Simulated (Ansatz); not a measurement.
Consider the hydrogenolysis of a B–Ge bond: `[SiH3][SiH2][BH][GeH3]` + H₂ → `B[SiH2][SiH3]` + GeH₄.

Program: Ansatz. Geometries: PBE0-D4/def2-TZVP. ΔE: electronic, gas phase. CCSD(T)/CBS is the MP2 limit (def2-TZVPP, def2-QZVPP) plus CCSD(T) − MP2 in def2-TZVPP, frozen cores. This one scheme is used for every species. Functionals use def2-TZVPP. For Ge outer-core shells are correlated without core-valence functions, which leaves a few kJ/mol of doubt a bond. Scalar relativity is left out up to krypton. Each species was taken in one conformer, which may not be the lowest.

| species | r2SCAN energy (Eh) |
| --- | --- |
| `[SiH3][SiH2][BH][GeH3]` | -2686.13720 |
| H₂ | -1.17128 |
| `B[SiH2][SiH3]` | -607.93957 |
| GeH₄ | -2079.37462 |

Q: Work out ΔE.

A: ΔE = (-607.93957) + (-2079.37462) − (-2686.13720) − (-1.17128) = -0.00571 Eh = -15.0 kJ/mol. CCSD(T)/CBS gives -13.9 kJ/mol.

Largest T1 diagnostic among the species: 0.014.

The D4 term adds +12.4 kJ/mol with B3LYP and +7.0 kJ/mol with PBE0; it sums over pairs of atoms, weighted by their polarisabilities, and B3LYP, whose exchange is more repulsive, gets the larger term. From PBE to PBE0 (25 % exact exchange), in def2-TZVPP and without D4, ΔE moves by −6.1 kJ/mol.

B3LYP here is the variant with VWN-RPA as its local correlation; programs differ in this.
